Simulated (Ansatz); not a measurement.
The same path of C2H6BCl (10 atoms, charge 0, multiplicity 1) was run 3 times with different band settings.

Computed with UKS PBE-D4/def2-SVP (Ansatz 0.2.0).

Relaxed end points:

```xyz
10
Properties=species:S:1:pos:R:3
C -0.325 1.119 -0.791
B -0.290 -0.357 -0.263
C 0.566 -0.824 0.969
Cl -1.275 -1.593 -1.091
H 0.711 1.454 -1.020
H -0.665 1.789 0.030
H -0.963 1.289 -1.678
H -0.091 -1.280 1.742
H 1.263 -1.636 0.667
H 1.153 -0.012 1.440
```

```xyz
10
Properties=species:S:1:pos:R:3
C -0.387 1.126 -0.720
B -0.182 -0.380 -0.329
C 0.551 -0.847 0.977
Cl -0.817 -1.630 -1.432
H 0.516 1.432 -1.298
H -0.426 1.797 0.162
H -1.259 1.311 -1.377
H -0.220 -0.878 1.782
H 0.990 -1.861 0.918
H 1.317 -0.121 1.321
```

Common settings: movable images 5; climbing image yes; start path through a guess of the saddle point; force threshold 0.03 eV/Å; iteration limit 60; end points relaxed.

| run | spring | optimiser | largest step |
| --- | --- | --- | --- |
| 1 | 5.0 eV/Å² | quadratic models (default) | default |
| 2 | 2.0 to 10.0 eV/Å², energy-weighted | quadratic models (default) | default |
| 3 | 5.0 eV/Å² | lbfgs | 0.5 Å |

**Question.** What does each run give, and how far can it be trusted?

**Answer.** Run 1: converged after 28 iterations, highest image 0.000 eV above the first end. The highest image is an end point: on this band no image between the ends rises above it.
Run 2: converged after 22 iterations, highest image 0.000 eV above the first end. The highest image is an end point: on this band no image between the ends rises above it.
Run 3: converged after 32 iterations, highest image 0.000 eV above the first end. The highest image is an end point: on this band no image between the ends rises above it.
